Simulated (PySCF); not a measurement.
Si(F)2(Me)(NH2) (CH₅F₂NSi), SMILES C[Si](N)(F)F.

Coordinates come from a PBE0-D3(BJ)/def2-SVP optimisation. This is a generated structure with no PubChem entry under its InChIKey; it may be hypothetical. Other conformers were not sampled.

Level of theory: TDDFT-PBE/def2-SVPD in PySCF.

Vertical excitations. The molecule is in vacuum.

Question: Give excitation energies, oscillator strengths and character. (An estimate is asked for; the answer gives what the named calculation found.)

Answer: 
```csv
state,energy (eV),λ (nm),f,main pairs
S1,6.29,197,0.033,HOMO→LUMO 99 %
S2,7.35,169,0.013,HOMO→LUMO+1 99 %
S3,7.57,164,0.000,HOMO→LUMO+2 99 %
S4,7.88,157,0.073,HOMO−1→LUMO 99 %
S5,7.99,155,0.009,"HOMO→LUMO+3 84 %, HOMO→LUMO+4 14 %"
S6,8.42,147,0.062,HOMO→LUMO+4 75 %
S7,8.70,142,0.006,HOMO→LUMO+5 87 %
S8,8.84,140,0.003,HOMO−2→LUMO 100 %
S9,8.88,140,0.002,HOMO→LUMO+6 97 %
S10,9.00,138,0.021,HOMO−1→LUMO+1 97 %
T1,6.02,206,0,HOMO→LUMO 99 %
T2,7.18,173,0,HOMO→LUMO+1 98 %
T3,7.45,166,0,HOMO→LUMO+2 95 %
T4,7.70,161,0,HOMO−1→LUMO 100 %
```
Triplets are in the Tamm–Dancoff approximation, which puts them higher than full response would, so one can lie above its singlet here.
